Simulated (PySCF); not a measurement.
Gas-phase equilibrium of 1 mol HF, 0.68 mol H2O at 2000 K and 0.00100 bar, among 15 species (O2, F2, O, F, HO2, HOF, H2O, H, FO, H2O2, O3, HF, H2, F2O, OH). Only gases are allowed; each row takes one source of thermochemistry for all species, and Cantera finds the minimum.

Computed with PySCF and rigid-rotor harmonic-oscillator thermochemistry at 1 bar. 'Table' is the NASA 1993 thermochemical table (part measured, part estimated). † marks an energy on the PBE0/def2-TZVP geometry and frequencies; other levels use their own. Open shells (unrestricted) among the columns below: O2 (multiplicity 3), O (multiplicity 3, electronic degeneracy 9), F (multiplicity 2, electronic degeneracy 6), H (multiplicity 2), OH (multiplicity 2, electronic degeneracy 4); the rest are closed-shell singlets. Spin-orbit splitting is ignored; it lowers the true energy and changes the entropy of O, F, OH. The harmonic model lacks anharmonicity and excited electronic states, which grow with temperature; levels with a mode under 35 cm⁻¹ are left out. The table's entry may be an old estimate for OH (not checked at source).

Molecules larger than those listed are left out. Also missing: (HF)n, which can matter at low temperature or high pressure. Table species left out: FO2, H2F2, H3F3, H4F4.

Mole fractions:

```csv
thermochemistry,x HF,x H,x H2O,x O,x H2,x F,x O2,x OH
table,0.58,0.0087,0.36,0.0024,0.029,7.2e-5,0.013,0.011
BLYP/def2-TZVP†,0.55,0.019,0.23,0.00094,0.12,6.9e-5,0.064,0.012
HF/def2-TZVP†,0.24,0.38,0.00010,0.22,0.070,0.084,3.1e-8,0.0019
PBE0/def2-SVP†,0.55,0.040,0.26,0.0023,0.090,0.00021,0.051,0.014
PBE0/def2-TZVP,0.56,0.026,0.30,0.0025,0.062,0.00014,0.032,0.017
ωB97M-V/def2-TZVP†,0.57,0.014,0.32,0.0026,0.053,0.00012,0.025,0.015
ωB97X-V/def2-TZVP†,0.56,0.019,0.29,0.0021,0.075,0.00012,0.037,0.015
```
The most sensitive of these is O2: it spans a factor of 10^6.3 over these rows; at this temperature one factor of ten is RT ln 10 = 38 kJ/mol.
